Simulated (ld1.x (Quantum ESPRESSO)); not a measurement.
**Configuration tests for Se (Z = 34) (PAW)**

- Element: selenium
- Generator: ld1.x (Quantum ESPRESSO) 7.5
- Type: PAW
- Functional: PBE
- Relativity: scalar-relativistic
- Frozen core: [Ar]
- Valence charge: 16
- Reference configuration: 3d10 4s2 4p4
- Partial waves: 4s (bound): rcut 1.30, rcutus 1.80 bohr; 4s channel at 2.85 Ry: rcut 1.30, rcutus 1.80 bohr; 4p (bound): rcut 1.65, rcutus 2.05 bohr; 4p channel at 2.45 Ry: rcut 1.65, rcutus 2.05 bohr; 3d (bound): rcut 1.05, rcutus 1.25 bohr; 3d channel at -0.65 Ry: rcut 1.05, rcutus 1.25 bohr
- Local potential: all-electron potential smoothed inside 0.95 bohr (lloc = -1)
- Core correction: Bessel-smoothed model core inside 1.00 bohr
- Augmentation charge: PSQ, radius 0.85 bohr

Energies are relative to the spin-unpolarised reference configuration 3d10 4s2 4p4; without spin polarisation the order of configurations can differ from experiment. Not all tests gave a result: test run stopped at test 5 of 7 (negative rho).

```tsv
valence configuration	charge	ΔE all-electron (eV)	error AE − PS (meV)
3d10 4s2 4p3	+1	10.845	-1.7
3d10 4s2 4p2	+2	31.193	-5.3
3d10 4s2 4p0	+4	104.245	-27
```

Question: What are ΔE and the potential's error for 3d10 4s2 4p1?

Answer: ΔE = 62.061 eV all-electron; the error (AE − PS) is -13 meV.

Levels in the configuration 3d10 4s2 4p1:

| level | all-electron (eV) | pseudo (eV) |
| --- | --- | --- |
| 3d | -89.442 | -89.492 |
| 4s | -49.321 | -49.327 |
| 4p | -36.414 | -36.418 |

Note: ghost state, extra bound levels that the all-electron valence spectrum of the same l lacks: s at -160.8 eV. A true bound ghost makes a file unfit for plane-wave use.
